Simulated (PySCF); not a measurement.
Working out the ionisation energy of Ru(2+)

Ru(2+) [Kr] 4d6 (5D) → Ru(3+) [Kr] 4d5 (6S). Calculation: PySCF 2.14, in def2-QZVPPD with the def2 core potential (28 electrons); a scalar-relativistic core potential. Frozen: nothing. Energies in hartree (1 hartree = 27.21139 eV):

| part | Ru(2+) (lower) | Ru(3+) (upper) |
| --- | --- | --- |
| UHF | -93.343323 | -92.366858 |
| MP2 opposite-spin | -0.294438 | -0.256521 |
| MP2 same-spin | -0.136612 | -0.127075 |

Question: What does Hartree-Fock give?

Answer: (-92.366858) − (-93.343323) = 0.976465 hartree = 26.571 eV.

Question: What do MP2 and SCS-MP2 (6/5 opposite-spin, 1/3 same-spin) give?

Answer: The opposite-spin parts differ by 1.032 eV and the same-spin parts by 0.260 eV. MP2: 26.571 + (1.032) + (0.260) = 27.863 eV. SCS-MP2: 26.571 + 1.2 × (1.032) + (0.260)/3 = 27.896 eV.

Reference: 28.47 eV (semi-empirical (NIST evaluation); NIST Atomic Spectra Database, ionization energies), between the lowest levels; spin-orbit coupling is absent from the calculation.

What remains against the reference includes basis incompleteness and correlation beyond second order.
